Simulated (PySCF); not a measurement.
# Computed records: CH₃ClGeO, CH₅Ge, CH₇GeN, CH₆AlGeN and others

All values are calculated (PySCF 2.14.0). Calculation on a computer-drawn molecule: optimised geometry and harmonic frequencies of an isolated molecule of the commonest isotopes, restricted reference for singlets and unrestricted otherwise, frozen core in MP2; on germanium a core potential holds 10 electrons, which the energies leave out, and 3d is frozen in MP2 and coupled-cluster steps.

Common to all runs: charge 0; basis and core potential on germanium cc-pVDZ-PP ECP10MDF.

```yaml
- entry: 1
  formula: CH3ClGeO
  start_structure:
    atoms_angstrom:
      - [C, 1.3864, 0.5306, -0.6311]
      - [Ge, -0.2286, 1.1606, -1.2661]
      - [O, -1.7607, 0.1021, -1.1805]
      - [Cl, -0.8032, 2.2809, -2.9769]
      - [H, 1.3352, 0.1414, 0.3401]
      - [H, 2.1314, 1.3872, -0.7188]
      - [H, -1.7414, -0.5985, -0.5281]
  given:
    multiplicity: 1
    method: HF
    basis: "cc-pV(D+d)Z"
    drawn_bonds_atom: [1, 2, 2, 1, 1, 3]
    drawn_bonds_other_atom: [2, 3, 4, 5, 6, 7]
    drawn_bonds_order: [2, 1, 1, 1, 1, 1]
  results:
    optimised_atom_element: [C, Ge, O, Cl, H, H, H]
    "optimised_atom_x [angstrom]": [1.262, -0.2548, -1.759, -0.6618, 1.367, 2.102, -1.736]
    "optimised_atom_y [angstrom]": [0.7704, 0.9544, 0.0915, 2.33, 0.03489, 1.395, -0.5721]
    "optimised_atom_z [angstrom]": [-0.524, -1.365, -1.148, -2.925, 0.2611, -0.7892, -0.4709]
    "modes_frequency [cm^-1]": [129.7, 186.5, 236.5, 253.1, 462.5, 537.9, 598.8, 772.8, 817.7, 934.8, 974.2, 1458, 3323, 3449, 4135]
    "modes_reduced_mass [dalton]": [12.2, 4.236, 4.81, 1.097, 30.19, 1.038, 1.16, 11.12, 1.261, 4.256, 1.164, 1.161, 1.05, 1.12, 1.067]
    "rotational_constants [GHz]": [6.324, 3.133, 2.095]
    "total_energy [hartree]": -867.3577
    "convergence_status_largest_gradient_component [hartree/bohr]": 1.61e-05
- entry: 2
  formula: CH5Ge
  start_structure:
    atoms_angstrom:
      - [C, 0.4861, 0.3325, 1.2279]
      - [Ge, 0.9518, 0.9577, 3.117]
      - [H, -0.0419, -0.5632, 1.3158]
      - [H, 1.3722, 0.1096, 0.7022]
      - [H, -0.1399, 1.0614, 0.7405]
      - [H, 1.9258, 2.1969, 2.8883]
      - [H, 1.9825, -0.1036, 3.5804]
  given:
    multiplicity: 2
    method: HF
    basis: cc-pVDZ
    drawn_bonds_atom: [1, 1, 1, 1, 2, 2]
    drawn_bonds_other_atom: [2, 3, 4, 5, 6, 7]
    drawn_bonds_order: [1, 1, 1, 1, 1, 1]
  results:
    optimised_atom_element: [C, Ge, H, H, H, H, H]
    "optimised_atom_x [angstrom]": [0.4916, 1.083, -0.08411, 1.359, -0.1326, 1.876, 1.944]
    "optimised_atom_y [angstrom]": [0.3222, 0.9349, -0.5999, 0.1334, 1.082, 2.249, -0.1307]
    "optimised_atom_z [angstrom]": [1.237, 3.013, 1.329, 0.6, 0.7651, 2.914, 3.713]
    "modes_frequency [cm^-1]": [170.6, 533.8, 593.4, 607.1, 883.0, 924.2, 932.6, 1367, 1555, 1558, 2176, 2181, 3180, 3269, 3283]
    "modes_reduced_mass [dalton]": [1.012, 1.018, 1.214, 2.646, 1.18, 1.227, 1.042, 1.213, 1.053, 1.055, 1.016, 1.025, 1.033, 1.103, 1.104]
    "rotational_constants [GHz]": [69.53, 8.914, 8.572]
    "total_energy [hartree]": -334.1207
    spin_squared: 0.7535
    "convergence_status_largest_gradient_component [hartree/bohr]": 6.945e-06
- entry: 3
  formula: CH5Ge
  start_structure:
    atoms_angstrom:
      - [C, 0.4916, 0.3222, 1.2375]
      - [Ge, 1.0827, 0.9349, 3.0133]
      - [H, -0.0841, -0.5999, 1.3291]
      - [H, 1.3587, 0.1334, 0.6]
      - [H, -0.1326, 1.082, 0.7651]
      - [H, 1.876, 2.2494, 2.9142]
      - [H, 1.9442, -0.1307, 3.7129]
  given:
    multiplicity: 2
    method: MP2
    basis: cc-pVDZ
    drawn_bonds_atom: [1, 1, 1, 1, 2, 2]
    drawn_bonds_other_atom: [2, 3, 4, 5, 6, 7]
    drawn_bonds_order: [1, 1, 1, 1, 1, 1]
  results:
    optimised_atom_element: [C, Ge, H, H, H, H, H]
    "optimised_atom_x [angstrom]": [0.4903, 1.083, -0.09032, 1.367, -0.1393, 1.879, 1.947]
    "optimised_atom_y [angstrom]": [0.3221, 0.9362, -0.6091, 0.1321, 1.089, 2.254, -0.1333]
    "optimised_atom_z [angstrom]": [1.237, 3.017, 1.33, 0.5955, 0.7601, 2.916, 3.717]
    "modes_frequency [cm^-1]": [166.4, 504.6, 556.0, 594.2, 826.9, 867.6, 887.1, 1260, 1457, 1461, 2139, 2157, 3089, 3196, 3212]
    "modes_reduced_mass [dalton]": [1.012, 1.018, 1.068, 3.751, 1.192, 1.232, 1.036, 1.213, 1.05, 1.053, 1.016, 1.025, 1.033, 1.102, 1.104]
    "rotational_constants [GHz]": [68.67, 8.868, 8.528]
    "total_energy [hartree]": -334.3553
    spin_squared: 0.7535
    "convergence_status_largest_gradient_component [hartree/bohr]": 4.091e-05
- entry: 4
  formula: CH7GeN
  start_structure:
    atoms_angstrom:
      - [C, -0.2215, 0.9032, 1.9032]
      - [Ge, 1.7958, 0.9186, 1.9206]
      - ["N", 2.5565, 0.1365, 0.4465]
      - [H, -0.6006, 1.4019, 2.746]
      - [H, -0.5169, -0.1786, 1.9259]
      - [H, -0.5167, 1.3483, 0.9885]
      - [H, 2.32, 2.305, 1.845]
      - [H, 2.354, 0.2579, 3.0937]
      - [H, 2.3725, 0.4509, -0.442]
      - [H, 2.4252, -0.9544, 0.4588]
  given:
    multiplicity: 1
    method: HF
    basis: cc-pVDZ
    drawn_bonds_atom: [1, 2, 1, 1, 1, 2, 2, 3, 3]
    drawn_bonds_other_atom: [2, 3, 4, 5, 6, 7, 8, 9, 10]
    drawn_bonds_order: [1, 1, 1, 1, 1, 1, 1, 1, 1]
  results:
    optimised_atom_element: [C, Ge, "N", H, H, H, H, H, H, H]
    "optimised_atom_x [angstrom]": [-0.1609, 1.801, 2.591, -0.5558, -0.5204, -0.5556, 2.281, 2.33, 2.365, 2.394]
    "optimised_atom_y [angstrom]": [0.8723, 0.9214, 0.05927, 1.4, -0.159, 1.35, 2.377, 0.2377, 0.4563, -0.9264]
    "optimised_atom_z [angstrom]": [1.886, 1.892, 0.4631, 2.758, 1.916, 0.9863, 1.842, 3.159, -0.4334, 0.4174]
    "modes_frequency [cm^-1]": [145.8, 156.2, 206.6, 461.9, 605.6, 629.1, 681.7, 693.0, 796.9, 922.9, 926.1, 942.8, 995.7, 1376, 1557, 1558, 1701, 2210, 2224, 3172, 3260, 3262, 3727, 3815]
    "modes_reduced_mass [dalton]": [1.032, 1.095, 2.872, 1.085, 2.92, 1.572, 1.032, 3.348, 1.236, 1.22, 1.146, 1.026, 1.152, 1.231, 1.052, 1.053, 1.095, 1.024, 1.015, 1.034, 1.103, 1.103, 1.051, 1.093]
    "rotational_constants [GHz]": [13.79, 5.595, 4.402]
    "total_energy [hartree]": -389.7790
    "convergence_status_largest_gradient_component [hartree/bohr]": 2.336e-05
- entry: 5
  formula: CH6AlGeN
  start_structure:
    atoms_angstrom:
      - [C, 1.1959, -1.4365, 0.8912]
      - [Ge, 0.3237, -0.6375, -0.7309]
      - ["N", -1.3064, -1.3968, -1.1076]
      - [Al, -2.5868, -1.589, -0.0134]
      - [H, 0.5672, -1.3015, 1.7651]
      - [H, 1.2737, -2.503, 0.7356]
      - [H, 2.1778, -1.0016, 0.9736]
      - [H, 1.1266, -0.8033, -1.9291]
      - [H, 0.2753, 0.8786, -0.4514]
      - [H, -3.6286, -1.5546, 1.1729]
  given:
    multiplicity: 1
    method: HF
    basis: "cc-pV(D+d)Z"
    drawn_bonds_atom: [1, 2, 3, 1, 1, 1, 2, 2, 4]
    drawn_bonds_other_atom: [2, 3, 4, 5, 6, 7, 8, 9, 10]
    drawn_bonds_order: [1, 1, 2, 1, 1, 1, 1, 1, 1]
  results:
    optimised_atom_element: [C, Ge, "N", Al, H, H, H, H, H, H]
    "optimised_atom_x [angstrom]": [1.499, 0.3065, -1.405, -2.953, 1.213, 1.436, 2.536, 0.7709, 0.4521, -4.437]
    "optimised_atom_y [angstrom]": [-1.4, -0.6176, -1.097, -1.505, -1.061, -2.49, -1.106, -1.083, 0.9187, -1.904]
    "optimised_atom_z [angstrom]": [0.8421, -0.5068, -0.2197, 0.007182, 1.841, 0.8149, 0.6577, -1.904, -0.4614, 0.2351]
    "modes_frequency [cm^-1]": [78.61, 105.1, 152.4, 235.3, 461.8, 470.0, 471.0, 491.1, 611.6, 728.4, 785.1, 916.0, 924.6, 964.7, 1352, 1367, 1555, 1559, 2110, 2143, 2174, 3170, 3257, 3262]
    "modes_reduced_mass [dalton]": [4.125, 2.889, 1.208, 4.363, 15.89, 1.139, 1.143, 1.087, 4.022, 1.107, 1.159, 1.215, 1.152, 1.026, 9.82, 1.261, 1.053, 1.053, 1.054, 1.023, 1.016, 1.033, 1.103, 1.103]
    "rotational_constants [GHz]": [10.59, 1.596, 1.424]
    "total_energy [hartree]": -631.0712
    "convergence_status_largest_gradient_component [hartree/bohr]": 3.14e-05
- entry: 6
  formula: CH4Ge
  start_structure:
    atoms_angstrom:
      - [C, 0.2913, 2.1399, 0.3303]
      - [Ge, 1.7776, 2.8393, 1.5312]
      - [H, 0.2311, 2.6393, -0.5956]
      - [H, 0.4352, 1.0256, 0.1854]
      - [H, -0.7592, 2.2607, 0.8306]
      - [H, 2.9271, 2.5661, 0.4415]
  given:
    multiplicity: 1
    method: HF
    basis: cc-pVDZ
    drawn_bonds_atom: [1, 1, 1, 1, 2]
    drawn_bonds_other_atom: [2, 3, 4, 5, 6]
    drawn_bonds_order: [1, 1, 1, 1, 1]
  results:
    optimised_atom_element: [C, Ge, H, H, H, H]
    "optimised_atom_x [angstrom]": [0.2678, 1.746, 0.2487, 0.4553, -0.7079, 2.893]
    "optimised_atom_y [angstrom]": [2.131, 2.872, 2.645, 1.071, 2.234, 2.518]
    "optimised_atom_z [angstrom]": [0.3672, 1.497, -0.6004, 0.1607, 0.8449, 0.4545]
    "modes_frequency [cm^-1]": [159.3, 560.2, 627.6, 646.3, 957.4, 1340, 1536, 1552, 1975, 3150, 3225, 3266]
    "modes_reduced_mass [dalton]": [1.034, 4.149, 1.134, 1.03, 1.197, 1.218, 1.052, 1.063, 1.021, 1.035, 1.099, 1.103]
    "rotational_constants [GHz]": [89.24, 9.001, 8.611]
    "total_energy [hartree]": -333.5348
    "convergence_status_largest_gradient_component [hartree/bohr]": 4.65e-06
- entry: 7
  formula: CH4Ge
  start_structure:
    atoms_angstrom:
      - [C, 0.2678, 2.131, 0.3672]
      - [Ge, 1.7459, 2.8715, 1.4965]
      - [H, 0.2487, 2.6449, -0.6004]
      - [H, 0.4553, 1.0713, 0.1607]
      - [H, -0.7079, 2.234, 0.8449]
      - [H, 2.8933, 2.5182, 0.4545]
  given:
    multiplicity: 1
    method: MP2
    basis: cc-pVDZ
    drawn_bonds_atom: [1, 1, 1, 1, 2]
    drawn_bonds_other_atom: [2, 3, 4, 5, 6]
    drawn_bonds_order: [1, 1, 1, 1, 1]
  results:
    optimised_atom_element: [C, Ge, H, H, H, H]
    "optimised_atom_x [angstrom]": [0.269, 1.75, 0.2603, 0.4684, -0.7217, 2.877]
    "optimised_atom_y [angstrom]": [2.134, 2.878, 2.651, 1.067, 2.232, 2.509]
    "optimised_atom_z [angstrom]": [0.3735, 1.509, -0.6051, 0.1611, 0.8443, 0.4407]
    "modes_frequency [cm^-1]": [147.4, 546.1, 568.4, 606.8, 896.9, 1229, 1436, 1452, 1948, 3061, 3153, 3199]
    "modes_reduced_mass [dalton]": [1.042, 4.102, 1.126, 1.033, 1.199, 1.217, 1.051, 1.063, 1.021, 1.035, 1.098, 1.103]
    "rotational_constants [GHz]": [87.86, 8.938, 8.547]
    "total_energy [hartree]": -333.7634
    "convergence_status_largest_gradient_component [hartree/bohr]": 1.417e-05
- entry: 8
  formula: CH6ClGeN
  start_structure:
    atoms_angstrom:
      - [C, 0.9268, 1.2677, 0.0119]
      - [Ge, -0.939, 0.5749, -0.2057]
      - ["N", -1.8507, 1.0251, 1.2641]
      - [Cl, -0.8652, -1.5166, -0.568]
      - [H, 0.9284, 2.3537, 0.2763]
      - [H, 1.427, 0.7673, 0.8675]
      - [H, 1.5577, 1.188, -0.9277]
      - [H, -1.7227, 1.2677, -1.3483]
      - [H, -2.8639, 0.6552, 1.2966]
      - [H, -1.4547, 0.7273, 2.1787]
  given:
    multiplicity: 1
    method: HF
    basis: "cc-pV(D+d)Z"
    drawn_bonds_atom: [1, 2, 2, 1, 1, 1, 2, 3, 3]
    drawn_bonds_other_atom: [2, 3, 4, 5, 6, 7, 8, 9, 10]
    drawn_bonds_order: [1, 1, 1, 1, 1, 1, 1, 1, 1]
  results:
    optimised_atom_element: [C, Ge, "N", Cl, H, H, H, H, H, H]
    "optimised_atom_x [angstrom]": [0.9128, -0.9138, -1.868, -0.7992, 0.9201, 1.383, 1.486, -1.677, -2.832, -1.468]
    "optimised_atom_y [angstrom]": [1.293, 0.676, 1.0, -1.485, 2.372, 0.7982, 1.062, 1.257, 0.7181, 0.6192]
    "optimised_atom_z [angstrom]": [0.01724, -0.1823, 1.333, -0.5938, 0.1831, 0.8684, -0.8814, -1.364, 1.291, 2.174]
    "modes_frequency [cm^-1]": [127.9, 171.0, 194.4, 212.6, 252.6, 395.6, 635.1, 645.3, 686.4, 736.9, 789.9, 888.3, 921.7, 993.1, 1385, 1552, 1555, 1705, 2273, 3188, 3282, 3290, 3737, 3826]
    "modes_reduced_mass [dalton]": [1.027, 3.425, 2.223, 3.489, 1.329, 35.99, 3.914, 1.564, 1.104, 2.406, 1.127, 1.231, 1.207, 1.166, 1.232, 1.051, 1.051, 1.097, 1.02, 1.033, 1.104, 1.104, 1.051, 1.094]
    "rotational_constants [GHz]": [4.976, 2.746, 2.061]
    "total_energy [hartree]": -848.7657
    "convergence_status_largest_gradient_component [hartree/bohr]": 3.574e-05
```
